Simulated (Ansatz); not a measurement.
Gas-phase electronic energies from Ansatz, PBE0-D4/def2-TZVP geometries. CCSD(T)/CBS is the MP2 limit (def2-TZVPP, def2-QZVPP) plus CCSD(T) − MP2 in def2-TZVPP, frozen cores. Functionals use def2-TZVPP. B3LYP here is the variant with VWN-RPA as its local correlation; programs differ in this. One conformer a species, not always the lowest.

Reaction (ligand exchange at the Si–C bond): `[SiH3][CH2][AlH][SiH3]` + `CNCF` → `CN([SiH3])CF` + `[CH3][AlH][SiH3]`

```csv
level,ΔE (kcal/mol),difference from CCSD(T)/CBS
PBE-D4,-6.4,1.3
r2SCAN-D4,-7.2,0.5
PBE0-D4,-6.5,1.2
B3LYP-D4,-8.4,-0.7
ωB97X-V,-7.7,0.0
ωB97M-V,-7.7,0.0
B2PLYP,-8.2,-0.5
PBE,-6.0,1.7
r2SCAN,-7.1,0.6
PBE0,-6.2,1.5
B3LYP,-7.8,-0.1
HF/def2-TZVPP,-8.3,-0.6
MP2/def2-TZVPP,-8.4,-0.7
SCS-MP2/def2-TZVPP,-8.6,-0.9
CCSD/def2-TZVPP,-7.9,-0.2
CCSD(T)/def2-TZVPP,-7.9,-0.2
HF/def2-QZVPP,-8.5,-0.8
MP2/def2-QZVPP,-8.3,-0.6
SCS-MP2/def2-QZVPP,-8.5,-0.8
HF/CBS(def2),-8.5,-0.8
MP2/CBS(def2),-8.2,-0.5
CCSD/CBS(def2),-7.7,0.0
CCSD(T)/CBS,-7.7,0
```

Largest T1 diagnostic among the species: 0.012.
